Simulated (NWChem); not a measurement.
# BCl

```xyz
2

B      0.0000     0.0000    -1.2902
Cl     0.0000     0.0000     0.4290
```
Atoms are numbered in this order, from 1.

The geometry was optimised at PBE0/def2-SVP.

Task: List the 6 lowest vertical singlet excitations and the 6 lowest triplet ones from B3LYP/def2-SVPD, full TDDFT (NWChem).

Result: 
```csv
state,energy (eV),oscillator strength,leading excitation (squared amplitude)
S1,4.38,0.060,HOMO → LUMO (0.98)
S2,4.38,0.060,HOMO → LUMO+1 (0.98)
S3,7.11,0.000,HOMO−2 → LUMO+1 (0.50)
S4,7.19,0.039,HOMO → LUMO+2 (0.94)
S5,7.22,0.000,HOMO−2 → LUMO+1 (0.50)
S6,7.22,0.000,HOMO−2 → LUMO (0.50)
T1,1.76,spin-forbidden,HOMO → LUMO (1.09)
T2,1.76,spin-forbidden,HOMO → LUMO+1 (1.09)
T3,6.42,spin-forbidden,HOMO−2 → LUMO (0.45)
T4,6.54,spin-forbidden,HOMO → LUMO+2 (0.86)
T5,6.68,spin-forbidden,HOMO−2 → LUMO+1 (0.50)
T6,6.68,spin-forbidden,HOMO−2 → LUMO (0.50)
```
